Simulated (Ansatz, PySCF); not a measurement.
System: sum formula H₂PO₂, charge 0, multiplicity 2. It need not be the lowest isomer of its formula. 
Structure (B3LYP-D3(BJ)/def2-TZVP (Ansatz, a program for electronic structure) minimum search):
```
P
O 1 1.6322
H 2 0.9675 1 113.79
O 1 1.6617 2 97.67 3 -33.44
H 4 0.9647 1 112.20 2 160.35
```
Charge 0, spin multiplicity 2.

Dipole moments at this geometry, in debye (magnitudes).

```tsv
level	program	dipole (D)
SVWN5/def2-TZVPD	Ansatz	2.07
BP86/def2-TZVPD	PySCF	2.02
MN15/def2-TZVPD	PySCF	(withheld)
HSE06/def2-TZVPD	Ansatz	2.03
wB97X-V/def2-TZVPD	Ansatz	2.04
CCSD(T)/aug-cc-pV(D+d)Z	Ansatz	(withheld)
```

Problem. What belongs in the gaps?

Solution. 
- MN15/def2-TZVPD, dipole (D): 2.03
- CCSD(T)/aug-cc-pV(D+d)Z, dipole (D): 2.01
